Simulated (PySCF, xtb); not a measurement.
Si(Br)2 cation (Br₂Si), SMILES Br[Si]Br (connectivity only; charge and spin as stated), charge +1, multiplicity 2.

Harmonic wavenumbers (cm⁻¹) from GFN2-xTB in xtb 6.7.1 at its own minimum, in rising order: 85, 346, 545.

### Question
What does PBE-D3(BJ)/def2-TZVP run with PySCF give at its own minimum? (Estimate from the structure and the level; the computed values follow.)

### Answer
113, 375, 544. Paired by order, the mean absolute difference is 20 cm⁻¹ and the zero-point energies are 1.4 and 1.5 kcal/mol.
